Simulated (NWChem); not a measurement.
C₂H₄BFO₂; SMILES C=C(F)B(O)O

```xyz
10

C     -1.2478    -1.4982     0.0000
C     -0.1294    -0.7760     0.0000
F      1.0731    -1.4052     0.0000
B      0.0091     0.7924     0.0000
O     -1.1087     1.5563     0.0000
O      1.2431     1.3597     0.0000
H     -1.2277    -2.5910     0.0000
H     -2.2080    -0.9805     0.0000
H     -0.8993     2.4969     0.0000
H      1.9342     0.6869     0.0000
```
Atoms are numbered in this order, from 1.

Level: PBE0/def2-SVP (NWChem), optimised geometry, unscaled harmonic frequencies. 

**Question.** List the harmonic frequencies with IR intensities, and the thermochemistry.

**Answer.** 
```
frequency (cm⁻¹)  IR intensity (km/mol)
----------------  ---------------------
77                                  3.5
178                                 5.2
327                                 2.0
338                                 9.0
441                                 5.1
503                                22.2
536                               180.5
605                                 5.4
703                                80.0
718                                30.5
770                                 5.8
919                                49.9
943                                47.1
1012                              138.1
1032                               91.6
1217                               74.7
1360                               31.4
1427                              442.6
1502                              238.2
1746                               19.9
3186                                1.3
3301                                0.3
3886                              111.4
3902                              102.8
```

| Property | Value |
|---|---|
| zero-point energy | 43.8 kcal/mol |
| thermal correction to the enthalpy at 298.15 K (with zero-point energy) | 48.3 kcal/mol |
| heat capacity Cv | 22.3 cal/(mol K) |
| entropy at 298.15 K and 1 atm (symmetry number 1) | 78.7 cal/(mol K) |
| dipole moment | 0.62 D |

Rigid rotor and harmonic oscillator; modes under 100 cm⁻¹ make the entropy uncertain.
